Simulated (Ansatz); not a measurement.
One change: `Cl[SiH]1[SiH2][GeH2]1` becomes `[SiH2]1[SiH2][GeH2]1`.

Ansatz, PBE0-D4/def2-TZVP geometries, multiplicity 1. 

Scalar relativity is left out up to krypton.

| property | `Cl[SiH]1[SiH2][GeH2]1` |
| --- | --- |
| ideal-gas entropy at 298 K and 1 bar (rigid rotor, harmonic PBE0-D4/def2-TZVP) / J/(mol·K) | 370 |
| size of the dipole moment (B3LYP/def2-TZVPP) / D | 1.21 |
| HOMO–LUMO gap (PBE/def2-TZVPP) / eV | 3.63 |
| HOMO energy (B3LYP/def2-TZVPP) / eV | -6.69 |
| LUMO energy (PBE0/def2-TZVPP) / eV | -1.48 |
| size of the dipole moment (PBE/def2-TZVPP) / D | 1.14 |

Q: Give the same properties after the change, and the shifts. (An estimate is asked.)

A: Ansatz gave: 
```json
{"property": "ideal-gas entropy at 298 K and 1 bar (rigid rotor, harmonic PBE0-D4/def2-TZVP) / J/(mol·K)", "`[SiH2]1[SiH2][GeH2]1`": "328", "shift": "-42"}
{"property": "size of the dipole moment (B3LYP/def2-TZVPP) / D", "`[SiH2]1[SiH2][GeH2]1`": "0.11", "shift": "-1.10"}
{"property": "HOMO–LUMO gap (PBE/def2-TZVPP) / eV", "`[SiH2]1[SiH2][GeH2]1`": "4.08", "shift": "0.45"}
{"property": "HOMO energy (B3LYP/def2-TZVPP) / eV", "`[SiH2]1[SiH2][GeH2]1`": "-6.55", "shift": "0.14"}
{"property": "LUMO energy (PBE0/def2-TZVPP) / eV", "`[SiH2]1[SiH2][GeH2]1`": "-0.92", "shift": "0.56"}
{"property": "size of the dipole moment (PBE/def2-TZVPP) / D", "`[SiH2]1[SiH2][GeH2]1`": "0.03", "shift": "-1.11"}
```

With PBE0 the HOMO rises by 0.13 eV and the LUMO rises by 0.56 eV, so the gap widens by about 0.43 eV. PBE moves the HOMO by 0.10 eV and ωB97M-V by 0.12 eV. Dipoles are sizes alone; their direction can turn.

B3LYP here is the variant with VWN-RPA as its local correlation; programs differ in this.
